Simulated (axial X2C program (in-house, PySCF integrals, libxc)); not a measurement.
# Working with the constants of AuH⁻

A bond curve at the PBE0 level, two-component, was computed with an axial X2C code built on PySCF integrals (basis Au dyall-acv3z [14s15p10d6f4g], H dyall-av3z [7s3p2d] (cores contracted in-house)) for the state Ω = 1/2 (⟨Sz⟩ = 0.49, ⟨Lz⟩ = 0.01 at PBE0). Its fit gives Re = 1.6174 Å, ωe = 1782.9 cm⁻¹, ωexe = 55 cm⁻¹ and αe = 2.732e-01 cm⁻¹; the masses are 196.9666 and 1.0078 u. Two-component means X2C with spin–orbit coupling and atomic mean-field Coulomb and Gaunt terms.

Task: Find the reduced mass, Be and the force constant.

Result: From the PBE0 values: μ = 1.0027 u. Be = 16.8576/(μ Re²) = 6.427 cm⁻¹. k = 5.8918×10⁻⁷ μ ωe² = 1.88 mdyn/Å.

Task: Estimate the centrifugal constant by the Kratzer relation.

Result: D = 4Be³/ωe² = 3.34e-04 cm⁻¹.

Task: Estimate De from a Morse curve and compare with the computed well depth of 1.763 eV to Au- + H.

Result: De(Morse) = ωe²/(4ωexe) = 1.791 eV against 1.763 eV computed, a ratio of 1.02. For De the Morse form works well here.

Task: Where do the fundamental and the first overtone lie?

Result: ν(1←0) = ωe − 2ωexe = 1672.9 cm⁻¹; ν(2←0) = 2ωe − 6ωexe = 3235.8 cm⁻¹.

Task: A Morse curve ties αe to the other constants (Pekeris). How well does that hold?

Result: αe(Morse) = 6Be²/ωe × (√(ωexe/Be) − 1) = 2.676e-01 cm⁻¹; the PBE0 curve gives 2.732e-01 cm⁻¹, a ratio of 0.98.

The state is one determinant whose occupation by symmetry is held fixed; it was picked as the lowest of a PBE0 search that is not exhaustive. De is counted from the lowest determinant-based energies of the atoms at the same level, without counterpoise correction. Density functionals use the spin component along the axis (collinear). The highest occupied level of some functionals is positive through self-interaction error; at Hartree–Fock it is bound.
